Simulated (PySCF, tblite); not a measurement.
Compound: C8H2F3 (doublet state).
Numbering: `[CH:1]#[C:2][CH:3]=[C:4][C:5]#[C:6][C:7]([F:8])=[C:9]([F:10])[F:11]` (hydrogens: H12 on C1; H13 on C3)

Jobs on this species (13 atoms, 77 electrons) with PySCF (density fitting) and tblite. Hardware of each: an Intel Xeon at 2.70 GHz with one thread, shared host. The host was shared with other jobs, so the times are rough.

| level and settings | work | basis functions | SCF cycles | wall time |
| --- | --- | --- | --- | --- |
| UKS B3LYP, pcH-1 on C F H, non-relativistic, mean-field spin-orbit, GIAO | unrestricted SCF, g, hyperfine, density and orbital grids written | 295 | ? | ? |
| GFN2-xTB | L-BFGS relaxation | – | – | 1.5 s |
| GFN2-xTB | Hessian by finite differences | – | – | 0.81 s |

Fill in the missing figures.

- UKS B3LYP, pcH-1 on C F H, non-relativistic, mean-field spin-orbit, GIAO; unrestricted SCF, g, hyperfine, density and orbital grids written: 2.5 min, 19 SCF cycles

What do all jobs in the table cost together?

About 2.5 min; the longest takes about 98 % of that, and about 190 times as long as the shortest.
